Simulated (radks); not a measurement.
The numbers below are computed, except where a source is named.
Neutral arsenic, configuration [Ar] 3d10 4s2 4p3. Code: a radial shooting solver on a logarithmic mesh with Libxc functionals. Model: scalar-relativistic Kohn-Sham, SOGGA, spin-polarised, spherical densities, finite nucleus; open shells are filled with parallel spins first; Fermi nuclear charge, rms radius 4.0968 fm.

Unscreened Slater integrals over Kohn-Sham orbitals (eV). They are taken over the spin-up orbitals.

integral,value
"F0(4p,4p)",9.8486
"F2(4p,4p)",5.0504
"F0(4p,4s)",10.980
"G1(4p,4s)",7.0086
"F0(4p,3d)",13.016
"F2(4p,3d)",2.3750
"G1(4p,3d)",0.83023
"G3(4p,3d)",0.72408
"F0(4p,3p)",13.099
"F2(4p,3p)",2.1080
"G0(4p,3p)",0.48908
"G2(4p,3p)",0.55749
"F0(4s,4s)",12.637
"F0(4s,3d)",16.206
"G2(4s,3d)",1.4429
"F0(4s,3p)",16.355
"G1(4s,3p)",0.96730
"F0(3d,3d)",36.942
"F2(3d,3d)",17.343
"F4(3d,3d)",10.840
"F0(3d,3p)",38.164
"F2(3d,3p)",18.155
"G1(3d,3p)",22.169
"G3(3d,3p)",13.606
"F0(3p,3p)",39.798
"F2(3p,3p)",19.900

Derived for the open shells (J is the average intra-shell exchange parameter used in DFT+U). 4p: J = F2/5 = 1.010 eV.
